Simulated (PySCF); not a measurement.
C3H8BeSe, singlet, geometry from GFN2-xTB (such geometries of metal compounds can be far from the true shape). Base run: PBE0/6-31G (PySCF).

PySCF was given this input:
```python
from pyscf import gto, scf, dft, solvent

mol = gto.M(
    atom='''
Be   -0.200939   -0.441753    0.359619
C    -1.095410   -1.526530   -0.645940
C    -0.533697   -2.903364   -1.030246
C    -1.180226   -0.653436   -1.918214
H    -2.134270   -1.712996   -0.347810
H    -1.147354   -3.358389   -1.809205
H     0.482785   -2.823929   -1.408471
H    -0.524935   -3.570297   -0.172007
H    -1.629673    0.317468   -1.710941
H    -1.793003   -1.147933   -2.673088
H    -0.195651   -0.484483   -2.352034
Se    0.686325    1.287194    0.837323
H     1.266795    1.282958    2.132486
''',
    basis='6-31g',
    charge=0,
    spin=0,
    verbose=4,
)

mf = dft.RKS(mol)
mf.xc = 'pbe0'
mf.kernel()
mf.analyze()
```

Variants of this job, named by their change:

```json
[
 {"change": "base", "ΔE vs base (kcal/mol)": "0.000", "dipole (D)": "1.63", "HOMO-LUMO gap (eV)": "6.52"},
 {"change": "model = IEF-PCM; solvent = dichloromethane; lebedev_order = 41", "ΔE vs base (kcal/mol)": "-4.21", "dipole (D)": "2.25", "HOMO-LUMO gap (eV)": "6.88"},
 {"change": "model = IEF-PCM; solvent = dichloromethane; vdw_scale = 1.1", "ΔE vs base (kcal/mol)": "-6.37", "dipole (D)": "2.39", "HOMO-LUMO gap (eV)": "6.97"},
 {"change": "model = IEF-PCM; solvent = dichloromethane; vdw_scale = 1.4", "ΔE vs base (kcal/mol)": "-2.03", "dipole (D)": "2.03", "HOMO-LUMO gap (eV)": "6.73"},
 {"change": "model = IEF-PCM; solvent = 2-propanol", "ΔE vs base (kcal/mol)": "(withheld)", "dipole (D)": "(withheld)", "HOMO-LUMO gap (eV)": "(withheld)"},
 {"change": "model = COSMO; solvent = dichloromethane", "ΔE vs base (kcal/mol)": "-4.23", "dipole (D)": "2.25", "HOMO-LUMO gap (eV)": "6.88"},
 {"change": "model = IEF-PCM; solvent = n-hexane", "ΔE vs base (kcal/mol)": "-1.66", "dipole (D)": "1.86", "HOMO-LUMO gap (eV)": "6.67"},
 {"change": "model = C-PCM; solvent = dichloromethane", "ΔE vs base (kcal/mol)": "-4.51", "dipole (D)": "2.29", "HOMO-LUMO gap (eV)": "6.90"},
 {"change": "model = ddCOSMO; solvent = dichloromethane", "ΔE vs base (kcal/mol)": "(withheld)", "dipole (D)": "(withheld)", "HOMO-LUMO gap (eV)": "(withheld)"},
 {"change": "model = IEF-PCM; solvent = dichloromethane", "ΔE vs base (kcal/mol)": "-4.20", "dipole (D)": "2.24", "HOMO-LUMO gap (eV)": "6.88"},
 {"change": "model = SS(V)PE; solvent = dichloromethane", "ΔE vs base (kcal/mol)": "(withheld)", "dipole (D)": "(withheld)", "HOMO-LUMO gap (eV)": "(withheld)"},
 {"change": "model = IEF-PCM; solvent = toluene", "ΔE vs base (kcal/mol)": "-2.19", "dipole (D)": "1.94", "HOMO-LUMO gap (eV)": "6.71"}
]
```

**Question.** Fill in the missing entries.

**Answer.** 
- model = IEF-PCM; solvent = 2-propanol, ΔE vs base (kcal/mol): -4.72
- model = IEF-PCM; solvent = 2-propanol, dipole (D): 2.33
- model = IEF-PCM; solvent = 2-propanol, HOMO-LUMO gap (eV): 6.91
- model = ddCOSMO; solvent = dichloromethane, ΔE vs base (kcal/mol): -6.40
- model = ddCOSMO; solvent = dichloromethane, dipole (D): 2.51
- model = ddCOSMO; solvent = dichloromethane, HOMO-LUMO gap (eV): 7.02
- model = SS(V)PE; solvent = dichloromethane, ΔE vs base (kcal/mol): -4.15
- model = SS(V)PE; solvent = dichloromethane, dipole (D): 2.23
- model = SS(V)PE; solvent = dichloromethane, HOMO-LUMO gap (eV): 6.87

The base is the gas phase, so ΔE is the electrostatic part of solvation at a fixed geometry, without cavity and dispersion terms.
